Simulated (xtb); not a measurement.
The xtb input:
```
$ xtb mol.xyz --gfn 2 --uhf 1 --hess --json

# file mol.xyz
9

F      2.56485283     0.59806167    -1.46075901
C      1.42083046     0.47569816    -0.85575479
C      0.81968034    -0.51578234    -0.23893722
F      1.39889688    -1.74446868    -0.12917273
C     -0.49709445    -0.43161779     0.38488786
F     -0.94140706    -1.55040162     0.96521170
C     -1.26190316     0.66484979     0.40949713
F     -2.45053496     0.75871527     0.96684631
F     -0.89281649     1.80932814    -0.14192158
```

Give the dipole moment at the level GFN2-xTB in xtb.

1.26 D

Estimate the zero-point energy that GFN2-xTB returns for this input.

20.0 kcal/mol

What is the computed partial charges in atom order (GFN2-xTB)?

F1 -0.06, C2 0.10, C3 0.15, F4 -0.17, C5 0.13, F6 -0.15, C7 0.30, F8 -0.14, F9 -0.16

Give the harmonic frequencies (imaginary ones negative) at the level GFN2-xTB.

42, 94, 129, 184, 215, 233, 315, 352, 371, 439, 499, 523, 594, 759, 947, 1110, 1140, 1234, 1302, 1731, 1745 cm⁻¹
